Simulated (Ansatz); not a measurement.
Computed with Ansatz on PBE0-D4/def2-TZVP structures; ΔE is electronic, products minus reactants. CCSD(T)/CBS adds triple-zeta CCSD(T) − MP2 to the extrapolated MP2 energy (def2 sets, frozen cores). Functionals use def2-TZVPP. Elements past krypton have def2 core potentials. For Sn outer-core shells are correlated without core-valence functions, which leaves a few kJ/mol of doubt a bond.

`C=[C]([AlH2])[SnH3]` → `[AlH2]/[CH]=[CH]/[SnH3]`  (isomerisation)

`C=[C]([AlH2])[SnH3]`:

```xyz
11

C    -0.953    1.046   -0.793
C    -0.136    0.102   -0.305
Al    0.601   -1.173   -1.567
Sn    0.259    0.107    1.793
H    -1.199    1.103   -1.856
H    -1.428    1.816   -0.181
H     0.192   -1.018   -3.095
H     1.577   -2.325   -1.077
H    -0.236   -1.369    2.499
H     1.932    0.306    2.086
H    -0.609    1.404    2.497
```

`[AlH2]/[CH]=[CH]/[SnH3]`:

Z-matrix (Å, degrees):
```
Sn
C 1 2.141
H 1 1.708 2 110.2
H 1 1.708 2 109.6 3 -120.5
H 1 1.708 2 109.5 3 120.5
C 2 1.340 1 124.5 3 -179.5
H 2 1.092 1 116.5 3 0.5
Al 6 1.944 2 118.5 1 180.0
H 6 1.092 2 118.3 1 -0.0
H 8 1.588 6 116.0 2 -0.1
H 8 1.588 6 122.5 2 180.0
```

```json
{"species": "`C=[C]([AlH2])[SnH3]`", "ωB97X-V energy (Eh)": "-537.03571"}
{"species": "`[AlH2]/[CH]=[CH]/[SnH3]`", "ωB97X-V energy (Eh)": "-537.03257"}
```

(1) Work out ΔE.

Largest T1 diagnostic among the species: 0.013.

## Answers

(1) ΔE = (-537.03257) − (-537.03571) = 0.00314 Eh = +2.0 kcal/mol. CCSD(T)/CBS gives +2.4 kcal/mol.
